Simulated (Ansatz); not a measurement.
H6OSi2Zn, SMILES `O[SiH2][Zn][SiH3]` at its PBE0-D4/def2-TZVP geometry, where that method's forces vanish. Charge 0, multiplicity 1.

```xyz
10

O    -0.4223   -0.9608    2.8919
Si   -0.1130    0.4579    2.0761
Zn   -0.0077    0.1991   -0.3229
Si    0.0905   -0.0694   -2.7058
H     0.2048   -1.6748    2.7750
H     1.1364    1.0930    2.6064
H    -1.2330    1.3566    2.4724
H     0.1997   -1.5043   -3.1038
H     1.2667    0.6299   -3.3027
H    -1.1222    0.4727   -3.3865
```

(1) What forces (eV/Å) does r2SCAN-D4/def2-TZVPP give on these atoms in Ansatz 0.2.0? (An estimate is asked.)

Results:

(1) The calculation gave: 
```
O1  -0.032 -0.013  0.022
Si2  0.017  0.036 -0.109
Zn3  0.001  0.005 -0.005
Si4 -0.005  0.008  0.088
H5   0.017 -0.026 -0.004
H6  -0.019  0.002 -0.014
H7   0.022 -0.016 -0.009
H8  -0.002  0.028  0.006
H9  -0.023 -0.014  0.012
H10  0.024 -0.011  0.013
```
